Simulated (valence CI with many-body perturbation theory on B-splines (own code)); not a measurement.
Ti: E2, M1 decay

Computed by relativistic CI+MBPT: four valence electrons over a frozen Dirac-Fock core [Ar], a basis of 9 s, 9 p, 10 d, 8 f, 5 g, 3 h, 1 i functions for each j, with the one-electron correlation potential Σ1, the two-electron term Σ2, the three-electron term Σ3, Breit, model QED; selected CI, second order for the rest, scaled by the run's own slope (own B-spline code, finite nucleus).

Set against measurement, 41 paired levels are off by 376 cm⁻¹ on average, the worst by 558. These come from a selection out of the NIST Handbook of Basic Atomic Spectroscopic Data. Levels without a partner in it may be off by more, other configurations by 1,000 to 4,000 cm⁻¹. Among the levels kept, up to 670 cm⁻¹ of a level comes from second order outside the variational space, and about a tenth of that is noise between levels of different J, which matters for small intervals.

Lines 1 to 50 of 91 in falling wavelength, among levels below 22169 cm⁻¹, chosen from the decays that carry over 1 % of a level's rate. Wavelengths and rates use the calculated energies, so an error of 400 cm⁻¹ moves a line at 13920 Å by 5.6 % and its rate by three times that or more. Electric multipoles are in the length gauge, E1 and E2 with the static RPA response of the core. Weak lines are less certain than strong ones. Lines between different terms over intervals too small for the method are left out, as are lines whose strength nearly cancels and 16 of this kind that miss the measured wavelength by over 7 %. The highest levels of a list are the least certain. Branching is blank where the lifetime is uncertain.

Letters in brackets count levels of one name in rising energy.

| λ vac (Å) | λ from measured levels | Upper | Lower | Type | A (s⁻¹) | Branch % |
| --- | --- | --- | --- | --- | --- | --- |
| 2.352e+06 | 2.385e+06 | 3d3 4s 5F_2 | 3d3 4s 5F_1 | M1 | 5.00e-06 |  |
| 1.614e+06 | 1.607e+06 | 3d3 4s 5F_3 | 3d3 4s 5F_2 | M1 | 1.66e-05 | 83.4 |
| 1.251e+06 | 1.223e+06 | 3d3 4s 5F_4 | 3d3 4s 5F_3 | M1 | 2.88e-05 | 93.2 |
| 9.876e+05 | 9.979e+05 | 3d3 4s 5F_5 | 3d3 4s 5F_4 | M1 | 3.38e-05 | 90.6 |
| 8.764e+05 | 9.097e+05 | 3d2 4s2 3P_2 | 3d2 4s2 3P_1 | M1 | 1.98e-05 |  |
| 5.811e+05 | 5.878e+05 | 3d2 4s2 3F_3 | 3d2 4s2 3F_2 | M1 | 1.31e-04 | 100.0 |
| 4.808e+05 | 4.614e+05 | 3d2 4s2 3F_4 | 3d2 4s2 3F_3 | M1 | 1.83e-04 | 100.0 |
| 19740 |  | 3d3 4s 5P_1 | 3d2 4s2 3P_1 | M1 | 3.02e-04 |  |
| 18400 |  | 3d3 4s 1H_5 | 3d3 4s 3G_5 | M1 | 1.56e-03 | 2.0 |
| 18190 |  | 3d3 4s 1H_5 | 3d3 4s 3G_4 | M1 | 1.15e-03 | 1.5 |
| 16240 |  | 3d3 4s 1G_4 | 3d2 4s2 1G_4 | E2 | 8.72e-03 | 3.3 |
| 13920 | 14110 | 3d2 4s2 1D_2 | 3d2 4s2 3F_3 | M1 | 7.06e-03 | 64.8 |
| 13680 |  | 3d3 4s 5P_3 | 3d3 4s 5F_5 | E2 | 1.62e-02 | 64.5 |
| 13630 |  | 3d3 4s 5P_2 | 3d3 4s 5F_4 | E2 | 1.05e-02 | 40.5 |
| 13600 | 13780 | 3d2 4s2 1D_2 | 3d2 4s2 3F_2 | M1 | 3.83e-03 | 35.1 |
| 13580 |  | 3d3 4s 5P_1 | 3d3 4s 5F_3 | E2 | 6.10e-03 |  |
| 13500 |  | 3d3 4s 5P_3 | 3d3 4s 5F_4 | E2 | 6.28e-03 | 25.0 |
| 13490 |  | 3d3 4s 5P_2 | 3d3 4s 5F_3 | E2 | 9.32e-03 | 35.8 |
| 13460 |  | 3d3 4s 5P_1 | 3d3 4s 5F_2 | E2 | 1.06e-02 |  |
| 13390 |  | 3d3 4s 5P_1 | 3d3 4s 5F_1 | E2 | 9.85e-03 |  |
| 13380 |  | 3d3 4s 5P_2 | 3d3 4s 5F_2 | E2 | 4.62e-03 | 17.8 |
| 13350 |  | 3d3 4s 5P_3 | 3d3 4s 5F_3 | E2 | 1.85e-03 | 7.4 |
| 13300 |  | 3d3 4s 5P_2 | 3d3 4s 5F_1 | E2 | 1.11e-03 | 4.3 |
| 13240 |  | 3d3 4s 5P_3 | 3d3 4s 5F_2 | E2 | 3.43e-04 | 1.4 |
| 12290 | 12170 | 3d2 4s2 3P_2 | 3d2 4s2 3F_4 | E2 | 1.22e-04 |  |
| 12150 | 12020 | 3d2 4s2 3P_1 | 3d2 4s2 3F_3 | E2 | 9.06e-05 |  |
| 12070 |  | 3d3 4s 1H_5 | 3d2 4s2 1G_4 | E2 | 6.55e-02 | 84.2 |
| 12000 | 11850 | 3d2 4s2 3P_0 | 3d2 4s2 3F_2 | E2 | 1.33e-04 |  |
| 11980 | 11860 | 3d2 4s2 3P_2 | 3d2 4s2 3F_3 | M1 | 1.33e-04 |  |
| 11980 | 11860 | 3d2 4s2 3P_2 | 3d2 4s2 3F_3 | E2 | 2.22e-05 |  |
| 11900 | 11780 | 3d2 4s2 3P_1 | 3d2 4s2 3F_2 | E2 | 3.90e-05 |  |
| 11740 | 11620 | 3d2 4s2 3P_2 | 3d2 4s2 3F_2 | M1 | 3.28e-05 |  |
| 10140 |  | 3d3 4s 3P_1 [b] | 3d2 4s2 3P_2 | E2 | 1.31e-01 | 2.3 |
| 10130 |  | 3d3 4s 3P_0 [b] | 3d2 4s2 3P_2 | E2 | 1.87e-01 | 3.0 |
| 10090 |  | 3d3 4s 3P_2 [b] | 3d2 4s2 3P_2 | E2 | 5.64e-02 | 1.1 |
| 9977 |  | 3d3 4s 3P_2 [b] | 3d2 4s2 3P_1 | E2 | 8.19e-02 | 1.5 |
| 9456 |  | 3d3 4s 1G_4 | 3d2 4s2 1D_2 | E2 | 1.10e-01 | 41.7 |
| 9411 | 8973 | 3d3 4s 3F_2 | 3d2 4s2 3F_4 | E2 | 5.50e-03 | 1.1 |
| 9318 | 8887 | 3d3 4s 3F_3 | 3d2 4s2 3F_4 | E2 | 9.20e-02 | 19.4 |
| 9230 | 8802 | 3d3 4s 3F_2 | 3d2 4s2 3F_3 | E2 | 1.33e-01 | 27.7 |
| 9201 | 8780 | 3d3 4s 3F_4 | 3d2 4s2 3F_4 | E2 | 3.68e-01 | 79.0 |
| 9141 | 8719 | 3d3 4s 3F_3 | 3d2 4s2 3F_3 | E2 | 2.65e-01 | 56.0 |
| 9086 | 8672 | 3d3 4s 3F_2 | 3d2 4s2 3F_2 | E2 | 3.39e-01 | 71.0 |
| 9028 | 8616 | 3d3 4s 3F_4 | 3d2 4s2 3F_3 | E2 | 9.18e-02 | 19.7 |
| 8999 | 8591 | 3d3 4s 3F_3 | 3d2 4s2 3F_2 | E2 | 1.15e-01 | 24.4 |
| 8890 | 8491 | 3d3 4s 3F_4 | 3d2 4s2 3F_2 | E2 | 4.93e-03 | 1.1 |
| 8840 |  | 3d3 4s 1P_1 | 3d2 4s2 3P_2 | E2 | 2.58e-02 | 2.3 |
| 8780 | 8524 | 3d2 4s2 1G_4 | 3d2 4s2 3F_4 | M1 | 4.07e-03 | 39.5 |
| 8780 | 8524 | 3d2 4s2 1G_4 | 3d2 4s2 3F_4 | E2 | 2.24e-03 | 21.8 |
| 8623 | 8369 | 3d2 4s2 1G_4 | 3d2 4s2 3F_3 | M1 | 2.58e-03 | 25.0 |
